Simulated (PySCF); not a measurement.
**Basis set benchmark on one molecule**

Molecule: `CCP(CC)CC`, C6H15P.

Geometry:
```
atom   x (Å)   y (Å)   z (Å)
  C1  -1.643  -2.259   0.414
  C2  -0.314  -1.532   0.553
  P3  -0.162  -0.047  -0.557
  C4   1.516   0.557  -0.028
  C5   2.663  -0.256  -0.611
  C6  -1.227   1.151   0.389
  C7  -1.294   2.532  -0.248
  H8  -2.490  -1.629   0.729
  H9  -1.826  -2.557  -0.631
 H10  -1.668  -3.170   1.032
 H11  -0.136  -1.230   1.601
 H12   0.511  -2.210   0.278
 H13   1.592   1.603  -0.371
 H14   1.569   0.582   1.075
 H15   2.608  -0.292  -1.710
 H16   2.654  -1.296  -0.248
 H17   3.639   0.175  -0.336
 H18  -2.237   0.709   0.425
 H19  -0.874   1.214   1.434
 H20  -0.310   3.026  -0.259
 H21  -1.982   3.193   0.302
 H22  -1.643   2.473  -1.290
```

Geometry PBE0-D3(BJ)/def2-SVP throughout; GIAO in PySCF 2.14.0 with density-fitted response routines, gas phase, one conformer, non-relativistic; equivalent atoms averaged; functional PBE0.

Reference values (measured; E. Pretsch, P. Bühlmann, M. Badertscher, Structure Determination of Organic Compounds, 4th ed., Springer 2009): δ(P3) = -20.0 ppm vs 85 % H3PO4. Computed shifts are taken against H3PO4, calculated as an isolated molecule at each level.

**Question.** How do the basis sets STO-3G, 6-31G, 6-31G*, 6-311+G(2d,p) perform against the reference? Times are CPU seconds on 1 thread of an Arm Neoverse V1, shared host.

**Answer.** 
```csv
basis set,functions,P3,abs. error P,core-s
STO-3G,54,-8.5,11.5,7.2
6-31G,97,-80.2,60.2,15
6-31G*,132,-34.3,14.3,18
"6-311+G(2d,p)",287,-40.2,20.2,58
```

For $^{31}$P the closest is STO-3G (11.5 ppm) and the furthest 6-31G (60.2 ppm). Where a smaller basis beats a larger one, errors probably cancel. One molecule is a small sample, and vibrational and solvent effects are absent from the calculation.

A small basis that lands close on one nucleus may do so by chance; judge by the trend and by all nuclei.
